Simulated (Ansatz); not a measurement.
`CCBC[SiH3]` + `OCS` → `OC([SiH3])S` + `CBCC`  (formal exchange of groups at the Si–C bond)

Calculated with Ansatz (gas phase, PBE0-D4/def2-TZVP geometries, no zero-point term in ΔE). CCSD(T)/CBS adds triple-zeta CCSD(T) − MP2 to the extrapolated MP2 energy (def2 sets, frozen cores). DFT in def2-TZVPP. HSE06 is defined as in plane-wave codes. One conformer a species, not always the lowest.

| level | ΔE (kJ/mol) |
| --- | --- |
| LDA (SPW92) | 24.7 |
| r2SCANh-D4 | 30.7 |
| r2SCAN0-D4 | 32.2 |
| BLYP | 27.6 |
| HSE06 | 31.7 |
| BHLYP | 32.9 |
| LC-ωPBE | 31.7 |
| HF/def2-TZVPP | 37.3 |

Question: What does CCSD(T)/CBS give? (An estimate is asked.)

Answer: Ansatz gave: +30.9 kJ/mol. The listed levels differ from it by -6.2, -0.2, 1.3, -3.3, 0.8, 2.0, 0.8, 6.4 kJ/mol.

Largest T1 diagnostic among the species: 0.012.

From PBE to PBE0 (25 % exact exchange), in def2-TZVPP and without D4, ΔE moves by +3.5 kJ/mol. In def2-TZVPP, CCSD(T) changes the Hartree–Fock value by −4.9 kJ/mol (the triples alone add −1.1 kJ/mol) and MP2 by −4.4 kJ/mol. Leaving LDA and LC-ωPBE aside and taking each functional with its dispersion term where it has one, the values, not all of them listed here, spread over 7.7 kJ/mol, from BLYP-D4 to PBE-QIDH. LDA lies −3.4 kJ/mol from PBE without D4.

CCSD(T)/CBS has its own doubt, a few kJ/mol and more with outer-core shells, so smaller differences from it don't rank the levels.
